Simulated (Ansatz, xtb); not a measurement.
**Relaxing a trial structure of CH2NSb**

The starting geometry of this gas-phase singlet has its atoms placed at random.

```tsv
atom	x (Å)	y (Å)	z (Å)
C	-0.5706	-0.0431	0.0975
N	-1.0719	-1.2127	0.0546
Sb	1.4002	1.2235	-0.6014
H	0.7732	0.3623	0.4449
H	-0.7230	-0.0717	1.5134
```

Question: Guess where an optimisation with r2SCAN-D4/def2-SVP ends from this start.

Answer: It ends as `N#[C][SbH2]`. Distances that change by over a tenth: C1–Sb3 (2.44 → 2.13 Å), Sb3–H4 (1.49 → 1.72 Å). Contacts that close: Sb3–H5 (3.26 → 1.72 Å).

The energy falls by 6.03 eV over 18 steps:

```tsv
step	E − E(last) (eV)
1	6.030
3	3.843
5	2.559
7	1.689
9	1.415
10	0.965
12	0.276
14	0.027
16	0.000
18	0.000
```

Final geometry (Å):

```json
{"atom": "C", "x (Å)": "-0.7521", "y (Å)": "-0.7199", "z (Å)": "-0.1753"}
{"atom": "N", "x (Å)": "-1.4410", "y (Å)": "-1.6478", "z (Å)": "-0.3302"}
{"atom": "Sb", "x (Å)": "0.4597", "y (Å)": "1.0266", "z (Å)": "-0.0905"}
{"atom": "H", "x (Å)": "1.7299", "y (Å)": "0.1534", "z (Å)": "0.6631"}
{"atom": "H", "x (Å)": "-0.1885", "y (Å)": "1.4460", "z (Å)": "1.4418"}
```

From the same start GFN2-xTB ends elsewhere, at `[CH]1=[N][SbH]1`.

From so rough a start the end depends on the optimiser's path, so another program may land elsewhere. No frequencies were run, so the end isn't proven a minimum. Atoms past krypton carry core potentials, without spin–orbit terms. Run with Ansatz 0.2.0, 9.9 s on 2 threads of Intel(R) Xeon(R) 6975P-C (Granite Rapids), with other jobs on the host.
